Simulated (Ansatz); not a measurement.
Saddle point of GeSiH4F2, closed shell (GeSiH₄F₂ ([F][GeH]([F])[SiH3]) → GeF₂ + SiH₄; bonds formed: Si1–H3; bonds broken: Si1–Ge2, Ge2–H3), PBE0-D4/def2-TZVP structure:

| atom | x (Å) | y (Å) | z (Å) |
| --- | --- | --- | --- |
| Si1 | -0.7742 | -0.8255 | 0.1840 |
| Ge2 | 0.7669 | 0.9868 | 0.3795 |
| H3 | 0.2972 | 0.0250 | -1.0309 |
| F4 | 0.4840 | 2.5289 | -0.3580 |
| F5 | 2.4744 | 0.7843 | 0.1667 |
| H6 | -1.3436 | -1.0565 | 1.5461 |
| H7 | -1.8871 | -0.4016 | -0.6948 |
| H8 | -0.0175 | -2.0414 | -0.1924 |

Energies are electronic, without zero-point energy. Barriers and step energies count from the start structure reached by relaxing down the imaginary mode; all methods use the PBE0-D4 structures, on which another method's saddle can fall below an end. Computed with Ansatz 0.2.0 (basis: def2-TZVPP, with def2-QZVPP for the basis limit); correlated methods freeze the cores. Filled d shells of the heavier atoms are correlated. The def2 sets are not built for correlating such inner shells, so the correlated values are less sure here. B3LYP uses VWN-RPA correlation. Extrapolation: Hartree–Fock as exp(−7.88 √X), correlation as X^−2.97.

| method | barrier (kJ/mol) | step energy (kJ/mol) |
| --- | --- | --- |
| SPW92 | 176.4 | 39.8 |
| PBE-D4 | 178.9 | 23.6 |
| BLYP-D4 | 182.1 | -3.7 |
| r2SCAN-D4 | 191.6 | 39.5 |
| B97M-V | ? | 40.6 |
| PBE0-D4 | 196.9 | 41.6 |
| B3LYP-D4 | 196.6 | 13.5 |
| r2SCAN0-D4 | 203.3 | 48.6 |
| BHLYP-D4 | 216.5 | 31.3 |
| CAM-B3LYP-D4 | 208.6 | 23.5 |
| wB97X-V | ? | 39.1 |
| wB97M-V | 199.6 | 20.8 |
| B2PLYP | 205.1 | 27.0 |
| PBE-QIDH | 212.6 | 56.8 |
| RPA on PBE | 199.4 | 35.3 |
| HF | ? | 45.2 |
| MP2 | 213.8 | 47.9 |
| CCSD | 215.0 | 46.0 |
| CCSD(T) | 208.4 | 44.5 |

Fill in the withheld barriers. (An estimate is asked for; the value comes from the calculation.)

The calculation gives: HF 247.5; wB97X-V 211.8; B97M-V 193.9 kJ/mol. Each is the energy of the saddle less that of the start structure, by the same method.

For comparison, the barrier by CCSD(T) at an estimated basis limit (MP2 extrapolated from triple and quadruple zeta, plus CCSD(T) − MP2 in triple zeta) is 201.1 kJ/mol.

T1 diagnostic: at most 0.015.

Losses and insertions of silylenes and their heavier kin drive the gas-phase chemistry of silicon and germanium vapour deposition.

Labels in which every atom is bracketed show which atoms are joined, not bond orders.

For scale, one of the runs: CCSD(T)/def2-TZVPP, 208 basis functions, launched by `ansatz run in.yaml --threads 4 --pin off --events-out ev --progress --plain --max-ram 9574MiB`. The run took 110 s on 4 CPU threads of an Arm Neoverse V1 (shared host), with 2.9 GiB of host memory at its peak.
